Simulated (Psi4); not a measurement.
C2H5Se2 (SMILES [CH2][Se][Se]C), doublet, at a GFN2-xTB geometry. Base run: Psi4 with HF/pcseg-1.

Geometry (Å):
```xyz
9

C      2.3085    -0.0612     0.2881
Se     0.8777    -0.0070    -0.8168
Se    -0.8828     0.3398     0.7212
C     -2.0611    -1.0959     0.0801
H      3.2588     0.2523    -0.0996
H      2.2624    -0.5918     1.2214
H     -3.0011    -1.0003     0.6163
H     -2.2258    -0.9747    -0.9872
H     -1.6054    -2.0599     0.2893
```
Charge 0, spin multiplicity 2.
Orbitals are unrestricted.
All else is at Psi4's defaults (density fitting).
Base energy -4877.63851 Eh.

Variants of this job, named by their change:

| change | ΔE vs base (mEh) | SCF cycles | basis functions |
|---|---|---|---|
| base | 0.000 | 13 | 107 |
| cholesky_tolerance = 1e-3 (with scf_type cd) | 42.094 | 13 | 107 |
| soscf = true | 0.000 | 7 | 107 |
| scf_initial_accelerator = ediis | 0.000 | 13 | 107 |
| guess = gwh | 0.000 | 17 | 107 |
| basis_guess = true | 0.000 | 10 | 107 |
| scf_type = disk_df | 0.000 | 13 | 107 |
| scf_type = mem_df | 0.000 | 13 | 107 |
| e_convergence = 1e-10 | 0.000 | 20 | 107 |
| guess = sap | 0.000 | 15 | 107 |
| basis_guess = sto-3g | 0.000 | 11 | 107 |
| scf_type = direct | -0.133 | 15 | 107 |
| scf_initial_accelerator = none | 0.000 | 13 | 107 |

Open shells are given as the SCF converged; they aren't shown to be the lowest states, and a large step between rows can be another state.
